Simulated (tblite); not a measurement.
Species: C8H8NP.
Bonds: C1–C2, C2–C3 (triple), C3–P4, P4–C5, C5–C6 (aromatic), C6–C7 (aromatic), C7–C8 (aromatic), C8–N9 (aromatic), N9–C10 (aromatic), C5–C10 (aromatic). Hydrogens: H11, H12, H13 on C1; H14 on P4; H15 on C6; H16 on C7; H17 on C8; H18 on C10.

The geometry is computed with GFN2-xTB (gas phase).

Problem. What internal coordinates does the optimisation give?

Solution. 
| bond | length (Å) |
| --- | --- |
| C1–C2 | 1.445 |
| C2≡C3 | 1.205 |
| C3–P4 | 1.762 |
| P4–C5 | 1.833 |
| C5–C6 | 1.392 |
| C6–C7 | 1.384 |
| C7–C8 | 1.387 |
| C8–N9 | 1.322 |
| N9–C10 | 1.318 |
| C5–C10 | 1.393 |
| C1–H11, C1–H12, C1–H13 | 1.090 |
| P4–H14 | 1.404 |
| C6–H15 | 1.082 |
| C7–H16 | 1.080 |
| C8–H17 | 1.082 |
| C10–H18 | 1.084 |

Bonds in one row agree within 0.01 Å and their mean is given. A selection of angles:
| angle | degrees |
| --- | --- |
| C1–C2–C3 | 177.3 |
| C2–C3–P4 | 173.4 |
| C3–P4–C5 | 97.7 |
| P4–C5–C6 | 120.8 |
| P4–C5–C10 | 121.6 |
| C6–C5–C10 | 117.5 |
| C5–C6–C7 | 119.1 |
| C6–C7–C8 | 118.3 |
| C7–C8–N9 | 123.1 |
| C8–N9–C10 | 118.4 |
| C5–C10–N9 | 123.6 |

Torsions: C3–P4–C5–C6 54° (synclinal). The mirror-image conformer, all signs reversed, is as good.

The C–C distances run from 1.205 Å (C2≡C3, drawn triple) to 1.445 Å (C1–C2, drawn single), a spread of 0.240 Å. The C–P distances run from 1.762 Å (C3–P4, drawn single) to 1.833 Å (P4–C5, drawn single), a spread of 0.071 Å. The 6-membered ring C5–C6–C7–C8–N9–C10 has internal angles of 117.5° to 123.6° (sum 720°, against 720° for a flat polygon); it is planar, 0.00 Å rms from its mean plane, widest ring torsion 1°. N9 (pyridine-type nitrogen) is bent (angle 118.4°). P4 (phosphine phosphorus) is pyramidal (angles 97.7°, 95.4° and 94.6°, sum 287.7°, 0.84 Å off the plane of its three neighbours). Of the pairs four or more bonds apart, C3···H15 is among the closest relative to their van der Waals radii: 2.86 Å, 99 % of the sum of Bondi's values.

Point group: C1 (no symmetry element, even within 0.4 Å). GFN2-xTB frequencies show an imaginary mode (25i cm⁻¹), so the point is no minimum at that level. 3 starts were optimised and ended at 0.00, 0.01 and 0.17 kcal/mol (GFN2-xTB); the lowest of these is shown.

Hardware: one thread, Arm Neoverse V2 (aarch64), no GPU, shared host. Cost: 0.57 s wall. These figures are those of the optimisation.
